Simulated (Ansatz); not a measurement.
C2H6ClO2Sc (`C[O][Sc]([Cl])[O]C`). Total charge 0; spin multiplicity 1. The structure was optimised at the PBE0-D4/def2-TZVP level. It is one conformer, not always the lowest.

```xyz
12

C    -1.421    1.763   -1.586
O    -0.607    0.666   -1.344
Sc    0.463   -0.759   -0.862
Cl    1.325   -2.197   -2.485
O     0.835   -1.032    0.926
C     1.043   -1.140    2.293
H    -2.283    1.478   -2.200
H    -0.870    2.544   -2.123
H    -1.795    2.193   -0.650
H     0.429   -0.418    2.845
H     0.789   -2.145    2.646
H     2.094   -0.953    2.541
```

Task: What is the dipole moment at PBE/def2-TZVPP? (Estimate.)

Result: Ansatz gave: 3.66 D, with components (-1.34, 2.26, 2.54) D in this frame, pointing from negative to positive charge.

Task: And with r2SCAN, B3LYP, ωB97M-V? (An estimate is asked.)

Result: The calculation gave: r2SCAN 3.67 D, B3LYP 3.62 D, ωB97M-V 3.57 D.

Task: Give the Mulliken charges with PBE, ωB97M-V, B3LYP in def2-TZVPP. (An estimate is asked.)

Result: Ansatz gave: 
```json
{"atom": "C1", "PBE": "-0.12", "ωB97M-V": "-0.16", "B3LYP": "-0.10"}
{"atom": "O2", "PBE": "-0.44", "ωB97M-V": "-0.49", "B3LYP": "-0.53"}
{"atom": "Sc3", "PBE": "0.88", "ωB97M-V": "0.94", "B3LYP": "1.03"}
{"atom": "Cl4", "PBE": "-0.32", "ωB97M-V": "-0.30", "B3LYP": "-0.34"}
{"atom": "O5", "PBE": "-0.44", "ωB97M-V": "-0.49", "B3LYP": "-0.53"}
{"atom": "C6", "PBE": "-0.12", "ωB97M-V": "-0.16", "B3LYP": "-0.10"}
{"atom": "H7", "PBE": "0.10", "ωB97M-V": "0.11", "B3LYP": "0.09"}
{"atom": "H8", "PBE": "0.09", "ωB97M-V": "0.11", "B3LYP": "0.09"}
{"atom": "H9", "PBE": "0.09", "ωB97M-V": "0.11", "B3LYP": "0.09"}
{"atom": "H10", "PBE": "0.09", "ωB97M-V": "0.11", "B3LYP": "0.09"}
{"atom": "H11", "PBE": "0.10", "ωB97M-V": "0.11", "B3LYP": "0.09"}
{"atom": "H12", "PBE": "0.09", "ωB97M-V": "0.11", "B3LYP": "0.09"}
```

B3LYP here is the variant with VWN-RPA as its local correlation; programs differ in this.
